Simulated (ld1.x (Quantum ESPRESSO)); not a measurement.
# An all-electron radial function and its pseudo partner (calcium)

Columns: radius, all-electron u(r) and pseudo u(r) of the 3d shell (level -3.04 eV) of calcium in the configuration [Ne] 3s2 3p6 3d0 4s1 4p1; PBEsol, scalar-relativistic, TM scheme, ld1.x (Quantum ESPRESSO) 7.5.

```tsv
r (bohr)	all-electron	pseudo
0.152	0.0459	0.0042
0.305	0.1801	0.0320
0.458	0.3297	0.0992
0.610	0.4549	0.2071
0.762	0.5477	0.3435
0.915	0.6083	0.4868
1.068	0.6413	0.6110
1.220	0.6534	0.6970
1.372	0.6508	0.7388
1.525	0.6379	0.7400
1.678	0.6183	0.7118
1.830	0.5947	0.6675
1.982	0.5687	0.6179
2.135	0.5416	0.5702
2.288	0.5145	0.5283
2.440	0.4881	0.4934
2.592	0.4629	0.4642
2.745	0.4388	0.4390
2.898	0.4161	0.4161
3.050	0.3947	0.3947
3.202	0.3744	0.3744
3.355	0.3548	0.3548
3.508	0.3361	0.3361
3.660	0.3183	0.3183
3.812	0.3013	0.3013
3.965	0.2849	0.2849
```

**Question.** How many radial nodes do the two functions have?

**Answer.** The all-electron 3d function has n − l − 1 = 0; the pseudo-wave has 0.

**Question.** At about which radius was the pseudo-wave matched?

**Answer.** 3.05 bohr. The columns agree to 0.0005 from 2.75 bohr on; several derivatives are matched, so the curves merge somewhat inside the radius.

**Question.** Where does each function peak?

**Answer.** Outermost all-electron maximum near 1.22 bohr, pseudo maximum near 1.52 bohr (to the table’s step).

**Question.** Is the pseudo-wave norm-conserving?

**Answer.** Yes: the TM scheme keeps the norm inside the radius equal to the all-electron one, which fixes the energy derivative of the logarithmic derivative at the level.
